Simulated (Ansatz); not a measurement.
Geometry optimisation, RHF/STO-3G in Ansatz 0.2.0.

The input (input.yaml):

```yaml
crystal:
  periodic: [false, false, false]
  atoms:
    - { symbol: C, position_ang: [1.7981, -0.5126, 0.5729] }
    - { symbol: C, position_ang: [0.6331, -0.4054, -0.4607] }
    - { symbol: "N", position_ang: [0.9282, -0.8792, -1.7482] }
    - { symbol: C, position_ang: [-0.5335, 0.0828, -0.2414] }
    - { symbol: O, position_ang: [-1.5454, -0.0588, -1.2878] }
    - { symbol: Si, position_ang: [-1.2743, 0.8543, 1.3294] }
    - { symbol: O, position_ang: [-2.8304, 1.2947, 1.0982] }
    - { symbol: H, position_ang: [2.154, -1.4797, 0.6416] }
    - { symbol: H, position_ang: [2.5886, 0.1835, 0.2859] }
    - { symbol: H, position_ang: [1.4548, -0.1447, 1.585] }
    - { symbol: H, position_ang: [0.7167, -0.183, -2.4233] }
    - { symbol: H, position_ang: [1.9753, -1.0854, -1.7977] }
    - { symbol: H, position_ang: [-1.2023, -0.6862, -1.8929] }
    - { symbol: H, position_ang: [-3.0605, 1.44438, 2.04938] }
    - { symbol: H, position_ang: [-0.4778, 2.0193, 1.6969] }
    - { symbol: H, position_ang: [-3.1702, 1.1015, 0.2224] }
basis:
  gaussian: { orbitals: STO-3G }
hamiltonian:
  xc: hf
relax:
  f_tol: 0.02
  max_steps: 50
```

Run as:

```bash
$ ansatz run input.yaml --threads 1 --pin off --max-ram 2048MiB --backend cpu --events-out ev --progress --plain --runs-dir out
```

Question: Where does it end, and by what steps?

Answer: The forces met the threshold. Limits of this set-up: minimal basis. After 17 steps the energy has fallen by 4.935 eV; H12 moved furthest, 1.25 Å. The start is strongly strained (largest force component 8 eV/Å).

```
step  energy less start (eV)  largest force component (eV/Å)  accepted
   0                  0.0000                           8.168       yes
   1                 -2.6070                           4.610       yes
   2                 -3.8334                           1.963       yes
   3                 -4.2089                           1.548       yes
   4                 -4.3788                           1.512       yes
   5                 -4.5519                           0.942       yes
   6                 -4.7092                           0.649       yes
   7                 -4.7978                           1.081       yes
   8                 -4.8295                           1.044       yes
   9                 -4.8900                           0.605       yes
  10                 -4.9138                           0.685       yes
  11                 -4.9289                           0.168       yes
  12                 -4.9279                           0.249        no
  13                 -4.9327                           0.091       yes
  14                 -4.9340                           0.074       yes
  15                 -4.9347                           0.029       yes
  16                 -4.9350                           0.022       yes
  17                 -4.9353                           0.016       yes
```

```xyz
16
Properties=species:S:1:pos:R:3
C 1.893 -0.409 0.471
C 0.607 -0.298 -0.332
N 0.627 -0.685 -1.757
C -0.548 0.147 0.134
O -1.608 0.164 -0.791
Si -1.144 0.817 1.852
O -2.732 1.252 0.927
H 2.283 -1.425 0.456
H 2.670 0.243 0.074
H 1.721 -0.131 1.506
H 1.402 -0.189 -2.227
H 0.884 -1.684 -1.831
H -1.205 -0.083 -1.659
H -3.518 0.764 1.248
H -0.631 2.150 1.574
H -2.546 0.912 -0.013
```

Whether the end is a true minimum wasn't checked by a vibrational analysis.

Time of the run: 76 s on 1 thread of Arm Neoverse N1, with other jobs on the host, peak memory 0.15 GiB.
